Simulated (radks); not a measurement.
The mean radii <r> (bohr) of the occupied orbitals of an atom or ion are listed with their occupations. Method: scalar-relativistic Kohn-Sham, PBE, spin-polarised, spherical densities, finite nucleus; Fermi nuclear charge, rms radius of each element as measured or else 0.836 A^(1/3) + 0.57 fm; computed with a radial shooting solver on a logarithmic mesh with Libxc functionals.

| orbital | occ. | <r> |
|---|---|---|
| 1s up | 1 | 0.01835 |
| 1s down | 1 | 0.01835 |
| 2s up | 1 | 0.07758 |
| 2s down | 1 | 0.07758 |
| 2p up | 3 | 0.06944 |
| 2p down | 3 | 0.06944 |
| 3s up | 1 | 0.2011 |
| 3s down | 1 | 0.2011 |
| 3p up | 3 | 0.2013 |
| 3p down | 3 | 0.2013 |
| 3d up | 5 | 0.1824 |
| 3d down | 5 | 0.1824 |
| 4s up | 1 | 0.4496 |
| 4s down | 1 | 0.4496 |
| 4p up | 3 | 0.4780 |
| 4p down | 3 | 0.4780 |
| 4d up | 5 | 0.5114 |
| 4d down | 5 | 0.5112 |
| 5s up | 1 | 1.071 |
| 5s down | 1 | 1.063 |
| 5p up | 3 | 1.256 |
| 5p down | 3 | 1.242 |
| 4f up | 7 | 0.6103 |
| 4f down | 7 | 0.6052 |
| 6s up | 1 | 2.900 |
| 5d up | 4 | 1.951 |

Name the element and its charge. Open shells, if any, are filled with parallel spins first.

Answer. Z = 74, tungsten, charge +1: W+ in [Xe] 4f14 5d4 6s1. The 1s radius gives Z: for a bare nucleus <r> = (2 gamma + 1)/(2Z) with gamma = sqrt(1 - (Z/c)^2), 0.01813 bohr for Z = 74, and screening makes it slightly larger (0.01835 here). The occupations add up to 73, and the charge is Z minus that.
